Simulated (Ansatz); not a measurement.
Ideal-gas functions of C₂H₃FSSe, SMILES `FC(=[Se])CS` at 800 K and 1 bar, from an Ansatz frequency run at PBE0-D4/def2-TZVP.

Molar mass 157.07 g/mol, point group C1 (symmetry number 1), electronic degeneracy 1, moments of inertia 98.287, 425.066, 483.742 u Å². Harmonic wavenumbers (cm⁻¹, unscaled): 58, 179, 240, 323, 400, 537, 689, 739, 812, 991, 1132, 1203, 1258, 1304, 1445, 2708, 3084, 3180.

Use S(trans) = R[1.5 ln M + 2.5 ln T − 1.1517]; rotational temperatures θ = 24.2544 K / I; S(rot) = R[ln(√π/σ · √(T³/θAθBθC)) + 1.5]; for each mode x = 1.438777 ν̃/T, S = R[x/(eˣ − 1) − ln(1 − e⁻ˣ)] and H = RT x/(eˣ − 1); 1 cm⁻¹ = 0.0119627 kJ/mol; R = 8.31446 J/(mol·K).

Q: By hand: the entropy, in J/(mol·K).

A: Translation 192.4. Rotation: θ = 0.2468, 0.0571, 0.0501 K, giving 130.8. Vibration, mode by mode: 27.11, 17.77, 15.36, 12.95, 11.23, 8.92, 7.04, 6.54, 5.87, 4.53, 3.71, 3.35, 3.10, 2.90, 2.38, 0.38, 0.21, 0.18, in all 133.5. Electronic 0.0. Sum 456.7 J/(mol·K).

Q: By hand: H − E and G − E in kJ/mol, counted from the electronic energy.

A: Zero-point energy ½ × 20282 × 0.0119627 = 121.3; thermal vibration 51.8; translation, rotation and pV give 4 RT = 26.6. H − E = 199.7 kJ/mol, and G − E = 199.7 − 800 × 456.7/1000 = -165.7 kJ/mol.

Vibration gives 29 % of the entropy, 27.1 J/(mol·K) of it from the mode under 150 cm⁻¹: soft modes count most, and the harmonic formula is weakest for them. The sum counts one conformer and one mirror image; others add a mixing term.
